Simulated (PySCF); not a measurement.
## Peak assignment

Mapped SMILES: `[CH3:1][CH:2]([CH3:3])[C:4]1=[O+:5][BH2-:6][O:7][CH:8]=[CH:9]1`. Hydrogens are named by the atom that carries them.

Single conformer, relativity neglected, gas phase, one averaged value for each set of equivalent atoms. Coordinates at the PBE0-D3(BJ)/def2-SVP level; GIAO PBE0/pcSseg-1 shieldings; PySCF 2.14.0 with density-fitted response routines.

Shifts are taken against calculated references (same method and geometry level): ¹³C, ¹H against TMS.

(1) Assign these signals to the numbered atoms. ¹³C{¹H} NMR (computed): δ 207.6 (C), 185.6 (CH), 101.8 (CH), 40.0 (CH), 21.7 (CH3).

(2) Assign these signals to the numbered atoms. ¹H NMR (400 MHz, computed): δ 7.68 (d, 1H), 5.54 (d, 1H), 3.72 (br, 2H), 2.30 (sept, 1H), 1.14 (d, 6H).

## Answers

(1) 
| δ (ppm) | atoms | environment | reason |
| --- | --- | --- | --- |
| 207.6 | C4 | ketone carbonyl carbon | low-lying n→π* states of the double bond to the heteroatom give a large paramagnetic term (-278 ppm) |
| 185.6 | C8 | alkene carbon bearing oxygen | an sp2 carbon further deshielded by the attached heteroatom |
| 101.8 | C9 | β carbon of an enol-ether or enamine type C=C | the O or N lone pair pushes π density onto this β carbon and shields it |
| 40.0 | C2 | sp3 CH α to a carbonyl | α to the electron-withdrawing carbonyl group |
| 21.7 | C1/C3 | methyl carbon | saturated and bonded to C and H only |

(2) 
| δ (ppm) | atoms | environment | reason |
| --- | --- | --- | --- |
| 7.68 | H(C8) | hydrogen on an alkene carbon bearing oxygen | a vinylic proton, deshielded by the sp2 carbon and the C=C anisotropy |
| 5.54 | H(C9) | hydrogen on a β carbon of an enol-ether or enamine type C=C | attached to an sp2 carbon and in the plane of the double bond |
| 3.72 | H(B6) | hydrogen on a boron bonded to 2 O, in a 6-membered ring | – |
| 2.30 | H(C2) | hydrogen on an sp3 CH α to a carbonyl | α to C=O |
| 1.14 | H(C1)/H(C3) | hydrogen on a methyl carbon | – |

Hydrogens on boron are broadened and split by ¹¹B (spin 3/2, 80 %) and 10B (spin 3). Shifts are as computed. Against solution values, carbons near 30 ppm lie about +2 ppm off and those near 130 ppm about +5 ppm. Of 1309 compounds with measured shifts, 239 miss one by over three times the rms of a fit or turn the order of signals round; such compounds aren't used in these exercises. No couplings were computed; multiplicities are counted from neighbouring protons, with m where these are inequivalent, close in shift, in a saturated or five-membered ring or joined by F or P, and br s for small geminal =CH2 splittings.
